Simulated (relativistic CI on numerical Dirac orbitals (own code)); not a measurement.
# Tb35+: q coefficients and field-shift factors

Computed by Dirac-Coulomb-Breit CI, separate exchange-only KLI orbitals for each configuration, derivatives by finite differences, unscaled Slater integrals, QED left out (own radial code, finite nucleus).

CI space (outside the closed core [Ar] 3d10): 4s2, 4s.4p, 4p2, 4s.4d, 4d2, 4s.4f, 4p.4d, 4f2. Levels of other configurations are missing.

With x = (α/α₀)² − 1 an excitation energy changes as ω = ω₀ + qx; K = 2q/ω₀ is the relative enhancement. Terms are leading LS components, so labels can repeat. The field-shift factor is F = δν/δ⟨r²⟩ for the transition from the lowest level.

Lowest level 4s2 1S_0.

```csv
Level,ω₀ (cm⁻¹),q (cm⁻¹),K,F (GHz/fm²)
4s.4p 3P°_0,545756,68490,0.251,-773
4s.4p 3P°_1,589159,83990,0.285,-777
4s.4p 3P°_2,947437,532300,1.12,-810
4s.4p 1P°_1,1073546,525000,0.978,-816
4p2 3P_0,1260045,154500,0.245,-1560
4p2 3P_1,1620835,609800,0.752,-1600
4p2 1D_2,1628550,608100,0.747,-1560
4p2 3P_2,1981427,798900,0.806,-1200
4s.4d 3D_1,1983381,562600,0.567,-804
4s.4d 3D_2,2022603,760000,0.752,-1080
4s.4d 3D_3,2066712,647400,0.627,-803
4p2 1S_0,2107199,1.066e+06,1.01,-1630
4s.4d 1D_2,2187982,728900,0.666,-1010
```

At this charge energies of transitions that change n are usually good to better than 1 %, and those within a shell (Δn = 0) to a few per cent.
